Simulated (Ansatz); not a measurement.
Reactions of BFH₆OSi₂ (`OB(F)[SiH2][SiH3]`).

Computed with Ansatz on PBE0-D4/def2-TZVP structures; ΔE is electronic, products minus reactants. CCSD(T)/CBS adds triple-zeta CCSD(T) − MP2 to the extrapolated MP2 energy (def2 sets, frozen cores). This one scheme is used for every species, atoms too. Functionals use def2-TZVPP. No spin–orbit coupling; open shells (•) take unrestricted orbitals. Spin–orbit coupling would lower the free atoms: a little for B, F, O, Si. Bonds to Br, Ga, Se are less sure, by a few kJ/mol each and by 10 to 20 or more in all where they break to atoms, as the def2 sets lack core-valence functions. Scalar relativity is left out up to krypton. Each species was taken in one conformer, which may not be the lowest.

```csv
reaction,B2PLYP (kJ/mol),PBE0-D4 (kJ/mol),CCSD(T)/CBS(def2) (kJ/mol)
`OB(F)[SiH2][SiH3]` + H₂ → `FB[SiH2][SiH3]` + H₂O,137,135,133
`OB(F)[SiH2][SiH3]` + CH₄ → `CB(O)[SiH2][SiH3]` + H–F,158,143,144
`OB(F)[SiH2][SiH3]` + `C[O][Ga]([OH])[Br]` → `C[O][Ga]([Br])[O][SiH3]` + `OB(F)[SiH3]`,-93,-71,-89
`OB(F)[SiH2][SiH3]` + H₂S → `OB(F)[SiH2]S` + SiH₄,-51,-42,-49
`OB(F)[SiH2][SiH3]` → `OB(F)[SiH3]` + `[SiH2]`,239,265,245
`OB(F)[SiH2][SiH3]` → B• + F• + 6 H• + O• + 2 Si•,3787,3805,3833
`OB(F)[SiH2][SiH3]` + `O[SiH2]S` → `O[SiH](S)[SiH2][SiH3]` + `OBF`,-16,-23,-20
`OB(F)[SiH2][SiH3]` + CH₃SH → `CSB(O)F` + `[SiH3][SiH3]`,-80,-77,-79
`OB(F)[SiH2][SiH3]` + H₂Se → `[SiH3][SiH2][SeH]` + `OBF`,-81,-77,-83
`OB(F)[SiH2][SiH3]` + HBr → `OB(F)Br` + `[SiH3][SiH3]`,-89,-83,-87
```

Largest T1 diagnostic: 0.015, for `FB[SiH2][SiH3]`.
